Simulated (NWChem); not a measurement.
System: CH5FGeO; SMILES [O](C)[GeH2][F]

```xyz
9

Ge    -0.3181     0.5046    -0.0078
F      1.2711     1.2352    -0.0595
O     -0.2010    -1.1642    -0.6130
C      0.4763    -2.1354     0.1797
H     -1.2224     1.2550    -1.0019
H     -0.7392     0.5051     1.4839
H      1.5653    -2.0157     0.1153
H      0.1782    -2.0880     1.2377
H      0.2094    -3.1232    -0.2090
```
Atoms are numbered in this order, from 1.

Computed with NWChem. Structure relaxed at the B3LYP/6-31G* (spherical d) level. Level: PBE0/def2-SVPD; the question gives the wavelength of the field.

Task: What does the run give for field static? Quantities: isotropic polarisability (bohr³); anisotropy (bohr³).

Result: 
```yaml
isotropic polarisability (bohr³): 47.0
anisotropy (bohr³): 10.9
```
